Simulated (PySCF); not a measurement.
BH7Si2Te.
Atom-mapped SMILES: `[BH2:1][SiH2:2][Te:3][SiH3:4]` (hydrogens: H5, H6 on B1; H7, H8 on Si2; H9, H10, H11 on Si4)

Level of theory: PBE0-D3(BJ)/def2-SVP geometry optimisation, gas phase, def2 core potentials past Kr (PySCF).

(1) Give the optimised bond lengths and angles.

Answers

(1) 
```json
{"bond": "B1–Si2", "length (Å)": "1.960", "order": "single"}
{"bond": "Si2–Te3", "length (Å)": "2.596", "order": "single"}
{"bond": "Te3–Si4", "length (Å)": "2.518", "order": "single"}
{"bond": "B1–H5, B1–H6", "length (Å)": "1.209", "order": "single"}
{"bond": "Si2–H7, Si2–H8", "length (Å)": "1.492", "order": "single"}
{"bond": "Si4–H9, Si4–H10, Si4–H11", "length (Å)": "1.491", "order": "single"}
```

Bonds in one row agree within 0.01 Å and their mean is given. Orders are formal, as drawn. A selection of angles:
```json
{"angle": "Si2–B1–H5", "degrees": "119.9"}
{"angle": "Si2–B1–H6", "degrees": "116.7"}
{"angle": "H5–B1–H6", "degrees": "121.1"}
{"angle": "B1–Si2–Te3", "degrees": "63.4"}
{"angle": "B1–Si2–H7", "degrees": "123.4"}
{"angle": "B1–Si2–H8", "degrees": "126.4"}
{"angle": "Te3–Si2–H7", "degrees": "106.1"}
{"angle": "Te3–Si2–H8", "degrees": "107.8"}
{"angle": "H7–Si2–H8", "degrees": "110.0"}
{"angle": "Si2–Te3–Si4", "degrees": "92.1"}
{"angle": "Te3–Si4–H9", "degrees": "108.1"}
{"angle": "Te3–Si4–H11", "degrees": "109.6"}
{"angle": "H9–Si4–H10", "degrees": "110.5"}
{"angle": "H10–Si4–H11", "degrees": "109.8"}
```

Dihedral angles: B1–Si2–Te3–Si4 89° (synclinal). The mirror-image conformer, all signs reversed, is as good.

The Si–Te distances run from 2.518 Å (Te3–Si4, drawn single) to 2.596 Å (Si2–Te3, drawn single), a spread of 0.078 Å. Si2 (SiH2 silicon) has angles from 63.4° to 126.4°. B1 (three-coordinate boron) is almost planar (angles 121.1°, 119.9° and 116.7°, sum 357.8°, 0.12 Å off the plane of its three neighbours). Of the pairs four or more bonds apart, Si4···H5 is among the closest relative to their van der Waals radii: 3.24 Å, 98 % of the sum of Bondi's values. Si4 (SiH3 silicon) is tetrahedral (angles from 108.1° to 110.6°).

Point group: C1 (no symmetry element, even within 0.4 Å). PBE0-D3(BJ)/def2-SVP frequencies: not computed here. The numbers are those of one conformer (H–B1–Si2–Te3 -99° and 98°, B1–Si2–Te3–Si4 89°).

Hardware: Intel Xeon Platinum 8488C, one thread, on a shared host. Cost: 78 s of wall time, 0.48 GiB resident at most. These figures are those of the optimisation.
